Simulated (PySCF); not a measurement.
C8H9 (doublet state).
SMILES with atom numbers: `[CH2:1]=[C:2]=[C:3]([CH3:4])[CH:5][C:6]#[C:7][CH3:8]` (hydrogens: H9, H10 on C1; H11, H12, H13 on C4; H14 on C5; H15, H16, H17 on C8)

Cartesian coordinates in Å at the GFN2-xTB level; atoms count from 1:
```
atom  x, y, z in Å
C1    -3.6773    0.2977    1.0963
C2    -2.4433    0.2454    0.7229
C3    -1.1723    0.2075    0.3225
C4    -0.7588    0.9884   -0.8995
C5    -0.2028   -0.5466    1.0127
C6     1.1176   -0.6060    0.6225
C7     2.2795   -0.6579    0.2770
C8     3.6657   -0.7314   -0.1192
H9    -4.4206   -0.4035    0.7393
H10   -4.0418    1.0438    1.7909
H11    0.0152    1.7075   -0.6355
H12   -1.6082    1.5182   -1.3233
H13   -0.3485    0.3136   -1.6495
H14   -0.4977   -1.1075    1.8886
H15    3.8372   -0.1291   -1.0116
H16    3.9421   -1.7652   -0.3338
H17    4.3071   -0.3630    0.6832
```

The hyperfine couplings belong to this conformer and change with its torsions.

The calculation used UKS B3LYP, pcH-1 on C H, non-relativistic, mean-field spin-orbit, GIAO in PySCF 2.14.0. Isolated species at its GFN2-xTB geometry (one conformer only). GFN2-xTB frequencies show an imaginary mode (40i cm⁻¹), so this geometry is no minimum at that level. The geometry wasn't refined by DFT: couplings that depend on bond lengths, twists or pyramidal angles can differ widely from those at the functional's own minimum. Stability of the SCF solution: not tested. ⟨S²⟩ is 0.779 where a pure state has 0.75.

Principal values of hyperfine tensors in MHz (contact and dipolar terms together), for some of the nuclei:

```csv
atom,isotope,A1,A2,A3,alike by the symmetry of this geometry
H10,1H,79.91,80.50,86.42,H9
C5,13C,7.16,7.72,149.81,none
C6,13C,-66.99,-51.88,-33.94,none
H17,1H,44.21,44.83,50.40,H16
H14,1H,-60.09,-42.14,-18.87,none
C2,13C,-2.09,7.77,106.83,none
C7,13C,-0.55,7.72,91.86,none
C1,13C,-37.08,-28.03,-24.35,none
```

Question: Give the isotropic coupling of each nucleus in MHz and in mT (g = 2.0025), and the anisotropic part.

Answer: a_iso is a third of the trace, T = A − a_iso, and a(mT) = a(MHz)/(g × 13.996).

```tsv
atom	a_iso (MHz)	a_iso (mT)	T1	T2	T3
H10	82.27	2.935	-2.37	-1.78	4.15
C5	54.90	1.959	-47.74	-47.17	94.91
C6	-50.94	-1.817	-16.05	-0.94	17.00
H17	46.48	1.658	-2.27	-1.66	3.92
H14	-40.37	-1.440	-19.72	-1.78	21.50
C2	37.50	1.338	-39.59	-29.74	69.33
C7	33.01	1.178	-33.56	-25.29	58.85
C1	-29.82	-1.064	-7.26	1.79	5.47
```

Question: What spin density at the nucleus of H17 lies behind its contact coupling (g_N = 5.58569)?

Answer: a_FC = 800.24 MHz bohr³ × g_N × ρ(0)/(2S). With a_FC = 46.48 MHz and 2S = 1, ρ(0) = 0.0104 bohr⁻³. In magnitude that is 3.3 % of the 1/π = 0.318 of a free hydrogen atom.

Question: C3 (13C, g_N = 1.40482) isn't in the table. Its spin density at the nucleus is -0.03847 bohr⁻³. What is its contact coupling?

Answer: By the same relation, a_FC = -43.3 MHz. Its full tensor has the principal values -66.24, -33.61, -29.90 MHz.

Question: Which nucleus of the table has the largest anisotropic coupling, and what is its form?

Answer: C5: -47.7, -47.2, 94.9 MHz, axial, in the ratio −1:−1:+2, the form that spin in one p orbital centred on that nucleus gives.

Question: In a single crystal, with the field along each principal axis of the tensor of C5 in turn, what first-order splitting does this nucleus give (isotropic g, quadrupole terms neglected)?

Answer: 2 lines (I = 1/2), spaced by |A_i|/(g × 13.996): 0.26, 0.28, 5.35 mT along the axes of A1, A2 and A3.
